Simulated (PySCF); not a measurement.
# Structure from NMR data

The spectra below were simulated for a compound C₇H₁₂Si.

¹H NMR (500 MHz, computed): δ 7.40 (d, 1H), 6.33 (m, 1H), 5.72 (t, 1H), 4.61 (m, 2H), 2.76 (sept, 1H), 1.16 (d, 6H).

¹³C{¹H} NMR (computed): δ 177.4 (C), 154.4 (CH), 136.7 (CH), 124.0 (CH), 40.9 (CH), 23.5 (CH3).

[PySCF 2.14: shielding tensors at PBE0/pcSseg-1 (GIAO); GFN2-xTB structure; in vacuum; one conformer; relativity neglected; one averaged value for each set of equivalent atoms]

References, each an isolated molecule treated in the same way: ¹H (31.72 ppm), ¹³C (186.93 ppm) vs TMS.

**Question.** Propose a structure and justify it.

**Answer.** 
Rings plus π bonds: 3 (1 ring in the answer). 6 carbon signals for 7 carbons: some carbons are equivalent by symmetry or fast rotation. Carbon types of the structure: 1 × C, 4 × CH, 2 × CH3, leaving 2 H on heteroatoms. δC 177.4: fully substituted alkene carbon. δC 154.4, 136.7, 124.0: alkene CH; an sp2 carbon of a C=C bond. δC 40.9: allylic sp3 CH; aliphatic region, no heteroatom directly attached. δC 23.5: methyl carbon; saturated and bonded to C and H only. δH 7.40, 6.33, 5.72: hydrogen on an alkene CH; attached to an sp2 carbon and in the plane of the double bond. δH 2.76: hydrogen on an allylic sp3 CH; allylic position. δH 1.16: hydrogen on a methyl carbon.

The compound is `CC(C)C1=C[SiH2]C=C1`.

The shifts were computed for this structure.

Shifts are as computed. Against solution values, carbons near 30 ppm lie about +3 ppm off and those near 130 ppm about +5 ppm. Of 1211 compounds with measured shifts, 218 miss one by over three times the rms of a fit or turn the order of signals round; such compounds aren't used in these exercises. No couplings were computed; multiplicities are counted from neighbouring protons, with m where these are inequivalent, close in shift, in a saturated or five-membered ring or joined by F or P, and br s for small geminal =CH2 splittings.
